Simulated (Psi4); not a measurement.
C3H3 (SMILES [C]#CC), doublet (typed; the unrestricted solution is spin-contaminated), at a GFN2-xTB geometry; MP2/6-31G** in Psi4 1.11.

The Psi4 input:
```
memory 2 GB

molecule {
0 2
C     0.00175930   -0.00079138    0.33446282
C     0.00804284   -0.00361788    1.52903105
C    -0.00590540    0.00265640   -1.12268107
H     0.03996787    1.03022063   -1.47944750
H     0.85747672   -0.55120368   -1.48748952
H    -0.92082503   -0.46849982   -1.47793980
}

set {
  basis 6-31g**
  reference uhf
}

energy('mp2')
print_variables()
```

It wrote (shortened):

```
    SCF Algorithm Type (re)set to DF.

   => Loading Basis Set <=

    Name: 6-31G**
    Role: ORBITAL
    Keyword: BASIS

         ---------------------------------------------------------
                                   SCF
               by Justin Turney, Rob Parrish, Andy Simmonett
                          and Daniel G. A. Smith
                              UHF Reference
         ---------------------------------------------------------

  ==> Geometry <==

    Molecular point group: c1
    Full point group: C1

    Geometry (in Angstrom), charge = 0, multiplicity = 2:

       Center              X                  Y                   Z               Mass
    ------------   -----------------  -----------------  -----------------  -----------------
         C            0.001164850448    -0.000523979593     0.221451473248    12.000000000000
         C            0.007448390448    -0.003350479593     1.416019703248    12.000000000000
         C           -0.006499849552     0.002923800407    -1.235692416752    12.000000000000
         H            0.039373420448     1.030488030407    -1.592458846752     1.007825032230
         H            0.856882270448    -0.550936279593    -1.600500866752     1.007825032230
         H           -0.921419479552    -0.468232419593    -1.590951146752     1.007825032230

  Running in c1 symmetry.

  Rotational constants: A =      5.27776  B =      0.32257  C =      0.32257 [cm^-1]
  Rotational constants: A = 158223.25630  B =   9670.45916  C =   9670.45916 [MHz]
  Nuclear repulsion =   53.404329679077385

  Charge       = 0
  Multiplicity = 2
  Electrons    = 21
  Nalpha       = 11
  Nbeta        = 10

  ==> Algorithm <==

  SCF Algorithm Type is DF.
  DIIS enabled.
  MOM disabled.
  Fractional occupation disabled.
  Guess Type is SAD.
  Energy threshold   = 1.00e-08
  Density threshold  = 1.00e-08
  Integral threshold = 1.00e-12

  ==> Primary Basis <==

  Basis Set: 6-31G**
    Blend: 6-31G**
    Number of shells: 27
    Number of basis functions: 60
    Number of Cartesian functions: 60
    Spherical Harmonics?: false
    Max angular momentum: 2

   => Loading Basis Set <=

    Name: (6-31G** AUX)
    Role: JKFIT
    Keyword: DF_BASIS_SCF

  ==> Integral Setup <==

  SCF_SUBTYPE=INCORE selected. In-core MEM_DF algorithm will be used.
  Using in-core AOs.

  ==> MemDFJK: Density-Fitted J/K Matrices <==

    J tasked:                   Yes
    K tasked:                   Yes
    wK tasked:                   No
[...]
  @DF-UHF Final Energy:  -115.19948354920280
    Total Energy =                       -115.1994835492027960
[...]
 Magnitude           :                                                    0.5211513

 ------------------------------------------------------------------------------------

  //>>>>>>>>>>>>>>>>>>>>>>>>>>>>>>>>>>>//
  //               DFMP2               //
  //<<<<<<<<<<<<<<<<<<<<<<<<<<<<<<<<<<<//

   => Loading Basis Set <=

    Name: (6-31G** AUX)
    Role: RIFIT
    Keyword: DF_BASIS_MP2

	 --------------------------------------------------------
	                          DF-MP2
	      2nd-Order Density-Fitted Moller-Plesset Theory

	        Rob Parrish, Justin Turney, Andy Simmonett,
	           Ed Hohenstein, and C. David Sherrill
	 --------------------------------------------------------

	 --------------------------------------------------------
	                 NBF =    60, NAUX =   210
	 --------------------------------------------------------
	   CLASS    FOCC     OCC    AOCC    AVIR     VIR    FVIR
	   ALPHA       0      11      11      49      49       0
	    BETA       0      10      10      50      50       0
	 --------------------------------------------------------

	-----------------------------------------------------------
	 ==================> DF-MP2 Energies <====================
	-----------------------------------------------------------
	 Reference Energy          =    -115.1994835492027960 [Eh]
	 Singles Energy            =      -0.0000000000000000 [Eh]
	 Same-Spin Energy          =      -0.0893391407358475 [Eh]
	 Opposite-Spin Energy      =      -0.2697299236562311 [Eh]
	 Correlation Energy        =      -0.3590690643920786 [Eh]
	 Total Energy              =    -115.5585526135948697 [Eh]
	-----------------------------------------------------------
	 ================> DF-SCS-MP2 Energies <==================
	-----------------------------------------------------------
	 SCS Same-Spin Scale       =       0.3333333333333333 [-]
	 SCS Opposite-Spin Scale   =       1.2000000000000000 [-]
	 SCS Same-Spin Energy      =      -0.0297797135786158 [Eh]
	 SCS Opposite-Spin Energy  =      -0.3236759083874772 [Eh]
	 SCS Correlation Energy    =      -0.3534556219660931 [Eh]
	 SCS Total Energy          =    -115.5529391711688874 [Eh]
	-----------------------------------------------------------

  Variable Map:
  ----------------------------------------------------------------------------
[...]
  Array Variable Map:
  ----------------------------------------------------------------------------
[...]
[...]
```
